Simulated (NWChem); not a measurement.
# H$_{3}$BO$_{2}$; SMILES OBO

```xyz
6

B     -0.4792    -0.0187     0.0000
H     -1.6898    -0.0175     0.0000
O      0.1518    -1.2138     0.0000
H      1.1112    -1.1094     0.0000
O      0.2559     1.1264     0.0000
H     -0.2868     1.9193     0.0000
```
Atoms are numbered in this order, from 1.

Computed with NWChem. All runs use the structure optimised with PBE0/def2-SVP. Vertical excitations in the gas phase; the lowest state need not have the same character in each row.

For level Hartree-Fock/def2-SVP, TDHF:

```yaml
lowest excitation, singlet (eV): 10.22
lowest state with f > 0.02, singlet (eV): 10.22
orbital gap (eV): 18.48
```

Problem. Estimate the same quantities for level BHandHLYP/def2-SVP, full TDDFT.

Solution. The lowest excitation, singlet (eV) is 9.35, the lowest state with f > 0.02, singlet (eV) comes out as 9.35 and the orbital gap (eV) comes out as 13.27.
